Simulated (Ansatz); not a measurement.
Computed with Ansatz on PBE0-D4/def2-TZVP structures; ΔE is electronic, products minus reactants. CCSD(T)/CBS is the MP2 limit (def2-TZVPP, def2-QZVPP) plus CCSD(T) − MP2 in def2-TZVPP, frozen cores. DFT in def2-TZVPP. B3LYP here is the variant with VWN-RPA as its local correlation; programs differ in this. Each species was taken in one conformer, which may not be the lowest.

`[SiH3]OB1N[SiH2]1` + `BCBCl` → `BC([SiH3])BCl` + `OB1N[SiH2]1`  (formal exchange of groups at the Si–O bond)

`[SiH3]OB1N[SiH2]1`:

```xyz
11

Si   -2.305    0.120    0.016
O    -0.877    0.031   -0.808
B     0.401   -0.028   -0.389
N     1.655   -0.095   -0.978
Si    1.959   -0.095    0.754
H    -3.156   -1.015   -0.414
H    -2.064    0.054    1.479
H    -2.968    1.399   -0.334
H     2.063   -0.123   -1.900
H     2.586   -1.329    1.298
H     2.706    1.082    1.277
```

`BCBCl`:

```xyz
9

B     0.791   -0.377    1.000
C     0.407   -0.114   -0.483
B    -1.017    0.496   -0.513
Cl   -2.371   -0.398   -1.166
H     0.834    0.535    1.774
H     1.031   -1.481    1.391
H     1.051    0.731   -0.781
H     0.536   -0.969   -1.145
H    -1.260    1.578   -0.075
```

`BC([SiH3])BCl`:

Cartesian coordinates in Å:
```
B 0.925 0.357 1.120
C 0.533 0.229 -0.366
Si -0.564 -1.286 0.037
B -0.400 1.323 -0.890
Cl -0.183 2.000 -2.494
H 1.995 -0.012 1.503
H 0.136 0.798 1.906
H 1.319 -0.103 -1.046
H -0.139 -1.847 1.355
H -0.330 -2.309 -1.008
H -1.996 -0.919 0.124
H -1.297 1.767 -0.241
```

`OB1N[SiH2]1`:

Cartesian coordinates in Å:
```
O 1.427 -1.576 0.037
B 0.569 -0.535 -0.025
N -0.714 -0.193 0.401
Si -0.107 1.210 -0.469
H 1.080 -2.335 0.515
H -1.491 -0.582 0.913
H -0.840 1.567 -1.713
H 0.076 2.444 0.342
```

Task: Is it downhill or uphill in electronic energy at CCSD(T)/CBS, and by how much? (Estimate.)

Result: Computed: Uphill: ΔE = +0.70 eV.

Task: What do these levels give: r2SCAN-D4, PBE0-D4, B2PLYP, PBE0, B3LYP, HF/def2-TZVPP, CCSD(T)/def2-TZVPP, MP2/def2-QZVPP, SCS-MP2/def2-QZVPP, HF/CBS(def2), MP2/CBS(def2), CCSD/CBS(def2)? (Estimate.)

Result: Ansatz gave: r2SCAN-D4 0.66, PBE0-D4 0.58, B2PLYP 0.80, PBE0 0.61, B3LYP 0.83, HF/def2-TZVPP 1.10, CCSD(T)/def2-TZVPP 0.71, MP2/def2-QZVPP 0.69, SCS-MP2/def2-QZVPP 0.79, HF/CBS(def2) 1.11, MP2/CBS(def2) 0.69, CCSD/CBS(def2) 0.76 eV.

Largest T1 diagnostic among the species: 0.013.

The D4 term adds −0.06 eV with B3LYP and −0.03 eV with PBE0; it sums over pairs of atoms, weighted by their polarisabilities, and B3LYP, whose exchange is more repulsive, gets the larger term. In def2-TZVPP, CCSD(T) changes the Hartree–Fock value by −0.39 eV (the triples alone add −0.06 eV) and MP2 by −0.41 eV.
